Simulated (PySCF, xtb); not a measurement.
CHO, SMILES [C][OH+] (connectivity only; charge and spin as stated), charge +1, multiplicity 1.

Geometry: PBE0-D3(BJ)/def2-TZVPD.

Method: C-PCM-ωB97X/def2-TZVPD (PySCF).

The values are the electrostatic part of the solvation free energy, E(continuum) − E(gas) at the gas-phase geometry, in a cavity of scaled van der Waals radii (PySCF's table); cavitation and dispersion terms are not included. In vacuum the orbital gap is 14.81 eV.

| solvent | ε | ΔG(elec) (kcal/mol) | gap (eV) |
|---|---|---|---|
| water | 78.36 | ___ | ___ |
| methanol | 32.61 | -80.2 | 15.01 |
| benzene | 2.27 | -46.0 | 14.92 |

Q: What belongs in the gaps? (An estimate is asked for; the answer gives what the named calculation found.)

A: 
- water, ΔG(elec) (kcal/mol): -81.7
- water, gap (eV): 15.01

For comparison, GFN2-xTB/ALPB(water) (xtb, at the GFN2-xTB geometry, all terms of that model) gives -90.4 kcal/mol.
